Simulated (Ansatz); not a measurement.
Lu (SMILES [Lu]), doublet (typed; the unrestricted solution is spin-contaminated) (core potentials on Lu); Ansatz (a quantum-chemistry and plane-wave program) with HF/def2-SV(P).

Ansatz was given this input:
Ansatz 0.2 input:
```yaml
crystal:
  periodic: [false, false, false]
  atoms:
    - {symbol: Lu, position_ang: [0.00000000, 0.00000000, 0.00000000]}
basis:
  gaussian:
    orbitals: def2-SV_P_.json
hamiltonian:
  xc: hf
magnetization: {spin_polarized: true, initial_magnetization: 1}
```
The basis file holds def2-SV(P) in the JSON format of the Basis Set Exchange.

It wrote (shortened):

```
Functional definition: HF
496 factors; integrals over basis functions are off by at most 2.5e-4 eV
mean field evaluation 1: about -33532.7392 eV, gradient 7.6e0 eV
mean field evaluation 2: about -33532.7702 eV, gradient 7.5e0 eV
mean field evaluation 4: about -33533.4535 eV, gradient 1.5e0 eV
mean field evaluation 8: about -33533.5949 eV, gradient 4.0e-1 eV
mean field evaluation 16: about -33533.6427 eV, gradient 5.4e-1 eV
mean field evaluation 32: about -33533.7633 eV, gradient 5.3e-5 eV
mean field evaluation 64: about -33533.6118 eV, gradient 2.9e-2 eV
mean field evaluation 96: about -33533.0674 eV, gradient 6.9e0 eV
mean field evaluation 128: about -33533.7530 eV, gradient 2.6e-1 eV
mean field evaluation 160: about -33533.6177 eV, gradient 1.7e-1 eV
mean field evaluation 192: about -33533.6962 eV, gradient 6.0e-1 eV
mean field evaluation 224: about -33533.7548 eV, gradient 1.1e-1 eV
mean field evaluation 256: about -33533.7600 eV, gradient 6.7e-2 eV
mean field evaluation 288: about -33533.7633 eV, gradient 1.1e-3 eV
mean field evaluation 320: about -33533.7468 eV, gradient 2.0e-2 eV
mean field evaluation 352: about -33533.7525 eV, gradient 4.3e-2 eV
mean field evaluation 384: about -33533.7423 eV, gradient 4.9e-2 eV
mean field evaluation 416: about -33533.7633 eV, gradient 7.0e-3 eV
mean field evaluation 448: about -33533.7469 eV, gradient 1.6e-2 eV
mean field evaluation 480: about -33533.7469 eV, gradient 7.6e-3 eV
mean field evaluation 512: about -33533.6118 eV, gradient 5.9e-3 eV
mean field evaluation 544: about -33513.7018 eV, gradient 9.0e1 eV
mean field evaluation 576: about -33515.4249 eV, gradient 8.8e1 eV
mean field evaluation 608: about -33524.4539 eV, gradient 9.0e0 eV
mean field -33533.76325078 eV, -1232.3430694650 hartree, gradient 4.1e-6 eV, S^2 0.944981; 7 other end points of the search recorded, 0 dependent functions left out
reference -33533.76325078 eV, -1232.3430694650 hartree; 22, 21 occupied and 50, 51 virtual orbitals, 496 factors
Total energy: -33533.76325078 eV, -1232.3430694650 hartree
```
